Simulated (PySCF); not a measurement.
Compound: C5H3F5O.
SMILES with atom numbers: `[F:1]/[CH:2]=[C:3]([F:4])/[CH:5]=[CH:6]/[O:7][C:8]([F:9])([F:10])[F:11]` (hydrogens: H12 on C2; H13 on C5; H14 on C6)

Geometry (PBE0-D3(BJ)/def2-SVP, Å), atoms numbered from 1 in this order:
```xyz
14
C5H3F5O angstrom
F      3.748   -0.075    1.226
C      2.453    0.153    1.089
C      1.753   -0.307    0.041
F      2.366   -1.022   -0.903
C      0.338   -0.074   -0.142
C     -0.323   -0.563   -1.199
O     -1.649   -0.412   -1.494
C     -2.458    0.351   -0.729
F     -3.660    0.313   -1.259
F     -2.048    1.617   -0.682
F     -2.528   -0.094    0.525
H      1.997    0.739    1.888
H     -0.159    0.521    0.625
H      0.163   -1.164   -1.968
```

All values: wB97X-D/def2-SVPD (PySCF, non-relativistic), on one gas-phase PBE0-D3(BJ)/def2-SVP geometry that isn't relaxed in the solvent. The solvent is an IEF-PCM continuum (van der Waals radii × 1.2), and excitations are vertical TDDFT with non-equilibrium linear response and a frozen core. Specific hydrogen bonds and non-electrostatic terms are outside this model.

```csv
run,E − E(gas) (kcal/mol),HOMO (eV),HOMO–LUMO gap (eV),dipole (D),lowest singlet (eV),static polarisability (au)
gas,0.00,-8.73,9.26,0.99,5.78,74.1
P,-2.82,-8.55,9.29,1.25,5.60,89.0
Q,-3.26,-8.53,9.30,1.30,5.62,91.6
```

Question: The runs were made in chloroform and tetrahydrofuran. Which run belongs to which solvent?

Answer: P = chloroform, Q = tetrahydrofuran. The dielectric constants are 4.711 (chloroform), 7.426 (tetrahydrofuran), and the energy falls further as ε rises. The optical constants n² used for the excitations are 2.09, 1.97 in the same order. In this model the ground state sees the solvent through ε alone.

Question: How constant is the ratio of the lowering to (ε − 1)/(2ε + 1)?

Answer: 
```json
{"solvent": "chloroform", "(ε − 1)/(2ε + 1)": "0.356", "E − E(gas) (kcal/mol)": "-2.82", "ratio (kcal/mol)": "-7.9", "polarisation term (kcal/mol)": "-3.11"}
{"solvent": "tetrahydrofuran", "(ε − 1)/(2ε + 1)": "0.405", "E − E(gas) (kcal/mol)": "-3.26", "ratio (kcal/mol)": "-8.0", "polarisation term (kcal/mol)": "-3.65"}
```

The ratio changes by +1.6 % in size from chloroform to tetrahydrofuran. The polarisation term is half the interaction of the solute with the induced surface charges.

The pairwise dispersion term of wB97X-D wasn't added to the energies; at a given geometry it leaves orbitals and properties as they are.
